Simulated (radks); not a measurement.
Ti4+, configuration [Ar].

Calculated with a radial shooting solver on a logarithmic mesh with Libxc functionals: scalar-relativistic Kohn-Sham, PBE, spin-unpolarised, spherical densities, finite nucleus; Fermi nuclear charge, rms radius 3.5921 fm.

Energy parts (eV):
part                      energy
total                 -23135.471
kinetic                23333.703
electron-nucleus      -54033.882
Hartree                 8666.091
exchange-correlation   -1101.382

Orbitals (lengths in bohr, moments of r in powers of bohr; r(max) is where P^2 peaks):
orbital,occ.,eigenvalue (eV),r(max),<r>
1s,2,-4922.960,0.04555,0.06960
2s,2,-592.5678,0.2689,0.3248
2p,6,-499.7742,0.2197,0.2899
3s,2,-113.9317,0.8578,0.9748
3p,6,-89.4131,0.8817,1.027

The highest occupied level is 3p at -89.413 eV. The density falls to 0.001 e/bohr^3 at r = 2.52 bohr. Summed over all electrons, <r^2> = 10.43 bohr^2, which gives a Langevin (diamagnetic) susceptibility term of -8.26 x 10^-6 cm^3/mol. For comparison, the ionisation energy in NIST's Atomic Spectra Database is 99.30 eV (measured). In exact Kohn-Sham theory the highest level is minus the ionisation energy, but local and semilocal functionals leave it too shallow, through self-interaction and a potential that decays too fast; potentials with the right tail come closer.
